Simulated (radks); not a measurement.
Q: The mean radii <r> (bohr) of the occupied orbitals of an atom or ion are listed with their occupations. Calculated with a radial shooting solver on a logarithmic mesh with Libxc functionals: scalar-relativistic Kohn-Sham, SCAN, spin-polarised, spherical densities, finite nucleus; meta-GGA in the generalised Kohn-Sham scheme; Fermi nuclear charge, rms radius of each element as measured or else 0.836 A^(1/3) + 0.57 fm.

| orbital | occ. | <r> |
|---|---|---|
| 1s up | 1 | 0.01632 |
| 1s down | 1 | 0.01632 |
| 2s up | 1 | 0.06868 |
| 2s down | 1 | 0.06868 |
| 2p up | 3 | 0.06229 |
| 2p down | 3 | 0.06229 |
| 3s up | 1 | 0.1753 |
| 3s down | 1 | 0.1753 |
| 3p up | 3 | 0.1764 |
| 3p down | 3 | 0.1763 |
| 3d up | 5 | 0.1593 |
| 3d down | 5 | 0.1593 |
| 4s up | 1 | 0.3547 |
| 4s down | 1 | 0.3548 |
| 4p up | 3 | 0.3666 |
| 4p down | 3 | 0.3667 |
| 4d up | 1 | 0.3640 |

Name the element and its charge. Open shells, if any, are filled with parallel spins first.

A: Z = 81, thallium, charge +44: Tl44+ in [Kr] 4d1. The 1s radius gives Z: for a bare nucleus <r> = (2 gamma + 1)/(2Z) with gamma = sqrt(1 - (Z/c)^2), 0.01613 bohr for Z = 81, and screening makes it slightly larger (0.01632 here). The occupations add up to 37, and the charge is Z minus that.
